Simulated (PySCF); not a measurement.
## CsLi and its ions

RHF-MP2; PySCF, scalar-relativistic core potentials, basis sets Cs def2-SVPD with ECP46, Li def2-SVPD. Neutral (RHF): singlet (closed shell), Re = 3.802 Å, ωe = 174 cm⁻¹, De = 0.36 eV.

CsLi⁻ (ROHF): doublet (σ ↑), Re = 4.266 Å, ωe = 111 cm⁻¹. The energies at the minima are -27.33508 hartree for CsLi and -27.34831 for CsLi⁻.

**Question.** Work out the adiabatic electron affinity, without and with harmonic zero-point energies (1 hartree = 27.2114 eV, 1 eV = 8065.5 cm⁻¹), and the change of the bond length.

**Answer.** At MP2: 0.01323 hartree = 0.360 eV between the minima; the zero-point term (174.0 − 111.0)/2 cm⁻¹ = +0.004 eV makes it 0.364 eV. Re changes by +46.4 pm against the neutral. The electron enters a σ orbital, and the longer bond of the ion fits an antibonding orbital, or a change in how ionic the bond is.

Correlated steps freeze no core orbitals. Weak bonds: CsLi. Basis-set superposition, not corrected here, can be much of De in a small basis, most of all at correlated wavefunction levels. Spin–orbit coupling is left out. Where the molecule has an RHF reference, its open-shell atoms are computed with UHF. States were picked by a PBE0 search and need not be the measured ground states.
